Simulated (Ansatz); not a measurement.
A nudged elastic band was laid between two geometries of CH9NSeSi2 (14 atoms, charge 0, multiplicity 1).

Theory: RKS PBE0-D4/def2-SVP in Ansatz 0.2.0.

* movable images: 7
* climbing image: yes
* spring: 5.0 eV/Å²
* optimiser: quadratic models (default)
* start path: through a guess of the saddle point
* force threshold: 0.03 eV/Å
* iteration limit: 60
* end points: relaxed

Initial state:

```xyz
14
Properties=species:S:1:pos:R:3
N -0.485 2.006 1.126
C -1.361 1.010 0.596
Se -1.125 -0.715 1.548
Si -0.213 -1.861 -0.200
Si 1.721 -0.730 -0.894
H 0.484 1.834 0.871
H -0.744 2.935 0.799
H -2.406 1.299 0.780
H -1.271 0.786 -0.486
H -1.170 -2.010 -1.342
H 0.126 -3.220 0.322
H 1.382 0.714 -1.114
H 2.753 -0.805 0.186
H 2.297 -1.273 -2.165
```

Final state:

```xyz
14
Properties=species:S:1:pos:R:3
N -0.583 2.078 0.926
C -1.412 1.015 0.453
Se -1.170 -0.615 1.557
Si -0.155 -1.877 -0.048
Si 1.777 -0.752 -0.756
H 0.399 1.913 0.717
H -0.854 2.968 0.512
H -2.470 1.290 0.574
H -1.275 0.703 -0.602
H -1.060 -2.148 -1.210
H 0.196 -3.177 0.600
H 2.754 -0.691 0.374
H 2.433 -1.389 -1.942
H 1.407 0.653 -1.127
```

What changes between the two ends?

No bond is made or broken. The dihedral Se3–Si4–Si5–H13 goes from 67 to -172°. The two ends are copies of one structure, up to a mirror image or an exchange of like atoms.

What energy profile does the band end with?

The forces met the threshold. The highest image is number 4 of 0 to 8, 1.2 kcal/mol above the ends, which have the same energy within 2 meV. A vibrational analysis at the climbing image gives one clearly imaginary mode, 83i cm⁻¹: a first-order saddle point.

```json
{"image": "0", "path coordinate (Å)": "0.00", "energy (kcal/mol)": "0.0", "dihedral Se3–Si4–Si5–H13 (°)": "67"}
{"image": "1", "path coordinate (Å)": "0.72", "energy (kcal/mol)": "0.2", "dihedral Se3–Si4–Si5–H13 (°)": "73"}
{"image": "2", "path coordinate (Å)": "1.45", "energy (kcal/mol)": "0.5", "dihedral Se3–Si4–Si5–H13 (°)": "85"}
{"image": "3", "path coordinate (Å)": "2.18", "energy (kcal/mol)": "1.0", "dihedral Se3–Si4–Si5–H13 (°)": "104"}
{"image": "4", "path coordinate (Å)": "2.90", "energy (kcal/mol)": "1.2", "dihedral Se3–Si4–Si5–H13 (°)": "124"}
{"image": "5", "path coordinate (Å)": "3.93", "energy (kcal/mol)": "1.0", "dihedral Se3–Si4–Si5–H13 (°)": "150"}
{"image": "6", "path coordinate (Å)": "4.97", "energy (kcal/mol)": "0.7", "dihedral Se3–Si4–Si5–H13 (°)": "169"}
{"image": "7", "path coordinate (Å)": "6.00", "energy (kcal/mol)": "0.3", "dihedral Se3–Si4–Si5–H13 (°)": "-176"}
{"image": "8", "path coordinate (Å)": "7.03", "energy (kcal/mol)": "0.0", "dihedral Se3–Si4–Si5–H13 (°)": "-172"}
```

What is the geometry of the highest image?


```xyz
14
Properties=species:S:1:pos:R:3
N -0.846 2.177 1.169
C -1.270 1.052 0.402
Se -1.150 -0.581 1.524
Si -0.147 -1.920 -0.024
Si 1.737 -0.820 -0.923
H 0.161 2.188 1.309
H -1.133 3.055 0.744
H -2.327 1.166 0.124
H -0.703 0.843 -0.530
H -1.069 -2.329 -1.133
H 0.261 -3.153 0.714
H 1.951 0.478 -0.208
H 2.965 -1.658 -0.760
H 1.557 -0.528 -2.380
```

What are the harmonic wavenumbers there?

83i, 18, 80, 115, 163, 222, 341, 377, 387, 453, 524, 548, 573, 676, 745, 761, 867, 878, 923, 933, 935, 1098, 1156, 1282, 1331, 1476, 1621, 2199, 2213, 2223, 2227, 2235, 2971, 3140, 3551, 3649 cm⁻¹.

Time of the run: 7.7 min on 2 threads of AMD EPYC 9R45 96-Core Processor (Zen 5) (shared host), peak memory 0.49 GiB.
